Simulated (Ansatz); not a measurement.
Te(Et)(OH) (C₂H₆OTe), SMILES CC[Te]O.

The structure is a stationary point at r2SCAN-D4/def2-SVP. The def2 effective core potentials stand for the cores of Te; spin–orbit coupling is left out. The values are those of a single conformer.

Two levels are set side by side: PBE/def2-SVPD (Ansatz, an electronic-structure program) and PBE0/def2-SVPD (Ansatz). Energy differences of separate SCF runs at the same geometry; the states with an electron removed or added have multiplicity 2 and 2. Differences are taken from unrounded values.

```json
[
 {"quantity": "vertical ionisation energy (eV)", "PBE0": "8.16"},
 {"quantity": "vertical singlet–triplet gap (eV)", "PBE0": "2.21"}
]
```

Problem. What does PBE give, and how far is it from PBE0? (An estimate is asked for; the answer gives what the named calculation found.)

Solution. 
| quantity | PBE | PBE minus PBE0 |
|---|---|---|
| vertical ionisation energy (eV) | 8.05 | -0.11 |
| vertical singlet–triplet gap (eV) | 2.18 | -0.03 |

Here PBE gives about what the other level gives.
